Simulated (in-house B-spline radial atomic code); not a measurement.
Ge³⁺. Computed with a B-spline radial atomic code. Model: all-electron spherical atom, spin shells full or empty, radial basis limit, no spin-orbit coupling, Breit or QED, empty-state partial waves extrapolated as (l+1/2)^-4, RPA, G0W0 and static COHSEX of the highest shell as one setting changes (uncorrelated shells keep exact exchange).

In a row where one electron alone is correlated, RPA and GW hold only self-correlation.

Given: element Ge; charge 3; filled core Ar; hamiltonian one-electron scalar X2C; mean-field start LDA VWN5; highest l of empty states 9; nuclear rms radius 4.0742 fm; highest mean-field shell 4s up.

Shell: 3d 5 5, 4s 1 0 (electrons up and down).

```
lowest nl shells left uncorrelated  RPA correlation energy (hartree)  G0W0 level (eV)  G0W0 minus most complete (meV)  COHSEX level (eV)
                                 0                           -2.2231          -46.754                               0            -48.439
                                 1                                 ?                ?                               ?                  ?
                                 2                                 ?                ?                               ?                  ?
                                 3                           -1.4032          -46.744                            10.3            -48.421
                                 4                           -1.2176           -46.86                          -105.5            -48.639
                                 5                           -0.6904           -46.81                           -55.2            -48.576
                                 6                         -0.023417          -45.919                             835            -47.191
```

What follows for lowest nl shells left uncorrelated = 1?

RPA correlation energy -2.0718 hartree; G0W0 level -46.754 eV; G0W0 minus most complete 0.5 meV; COHSEX level -48.438 eV.

What follows for lowest nl shells left uncorrelated = 2?

RPA correlation energy -1.8944 hartree; G0W0 level -46.761 eV; G0W0 minus most complete -6.8 meV; COHSEX level -48.455 eV.
